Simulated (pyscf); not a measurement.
H₃C–O–GeH=O, singlet

Gas-phase minimum from PySCF at ωB97X-D3(BJ)/def2-SVP, one conformer. H₃C–O–GeH=O lies 24.0 kcal/mol over its isomer H₃C–Ge(=O)–OH (electronic energy, ωB97M-D3(BJ)/def2-TZVP). 

SMILES: C[O][GeH]=[O]
```xyz
8

C     -0.5818    -2.1878    -0.4705
O      0.3295    -1.1784    -0.0504
Ge     0.3229     0.3994    -0.8081
O     -0.6987     0.8128    -2.0059
H     -0.0139    -3.0639    -0.8227
H     -1.2382    -1.8346    -1.2833
H     -1.2037    -2.4928     0.3863
H      1.4235     1.1795    -0.1000
```
Charge 0, spin multiplicity 1.

Bonded distances (Å): C1–O2 1.423, C1–H5 1.102, C1–H6 1.103, C1–H7 1.102, O2–Ge3 1.750, Ge3–O4 1.628, Ge3–H8 1.524. Angles (°): O2–C1–H5 109.2, O2–C1–H6 111.8, O2–C1–H7 109.2, H5–C1–H6 109.0, H5–C1–H7 108.6, H6–C1–H7 109.0, C1–O2–Ge3 120.6, O2–Ge3–O4 123.4, O2–Ge3–H8 104.9, O4–Ge3–H8 131.7.

Properties at ωB97X-D3(BJ)/def2-SVP:

Harmonic wavenumbers, unscaled: 103, 163, 178, 342, 498, 681, 759, 1023, 1132, 1184, 1216, 1479, 1487, 1489, 2243, 3052, 3155, 3157 cm⁻¹
Zero-point energy: 33.4 kcal/mol
Rotational symmetry number: 1
Entropy of this conformer at 298 K and 1 atm, rigid rotor and harmonic oscillator, modes under 100 cm⁻¹ raised to 100: 320.8 J/(mol K)
Dipole moment: 2.71 D

Single-point totals, which compare only within one level (frozen core for MP2 and CC):

```tsv
level	total energy (hartree)
ωB97X-D3(BJ)/def2-TZVP	-2268.01956
PBE/def2-TZVP	-2267.50473
r²SCAN/def2-TZVP	-2267.92081
B3LYP-D3(BJ)/def2-TZVP	-2268.08438
PBE0-D3(BJ)/def2-TZVP	-2267.55545
M06-2X/def2-TZVP	-2267.95315
ωB97M-D3(BJ)/def2-TZVP	-2268.08562
HF/def2-TZVPP	-2265.34058
MP2/def2-TZVPP	-2266.24729
CCSD/def2-TZVPP	-2266.25179
CCSD(T)/def2-TZVPP	-2266.29076
```

Soft torsions are taken as harmonic, which can shift the entropy by several J/(mol K). The CCSD(T) − MP2 part came from Ansatz, without density fitting, on the same reference. The frozen core leaves the outer d or s,p core shells of the metals and heavy elements correlated in the MP2 and CC values, and def2-TZVPP describes them poorly, so these totals are far from the basis limit. Elements up to Kr have no core potential and no relativistic terms here.
